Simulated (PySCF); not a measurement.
FH6NOSi2, SMILES N[Si@@](O)(F)[SiH3]. Atoms are numbered in the order given.

```xyz
11

N     -0.9995    -1.5591     0.4517
Si    -0.3415     0.0125     0.2656
O     -1.6243     0.9649    -0.2352
F      0.2288     0.7071     1.6546
Si     1.4893    -0.0658    -1.1957
H     -1.9341    -1.6919     0.8454
H     -0.4010    -2.3747     0.5886
H     -1.5223     1.9081    -0.0192
H      2.4869    -1.0930    -0.7236
H      1.0479    -0.4402    -2.5849
H      2.1845     1.2685    -1.2558
```
Charge 0, spin multiplicity 1.

Geometry: PBE-D3(BJ)/def2-SVP. The structure was generated by enumeration; whether it is a known compound was not checked. The values are those of a single conformer.

Method: B3LYP/def2-TZVP in PySCF.

```yaml
total_energy: -812.73355 hartree
highest_occupied_level: -7.76 eV
lowest_empty_level: -0.23 eV
orbital_gap: 7.53 eV
dipole_moment: 0.153 e·Å
quadrupole, principal values (traceless, Buckingham form, about the centre of nuclear charge): -10.86, -0.40, 11.25 D·Å
mean_static_polarisability: 64.7 bohr³ (9.58 Å³)
polarisability_principal_values: 56.5, 63.7, 73.7 bohr³
```
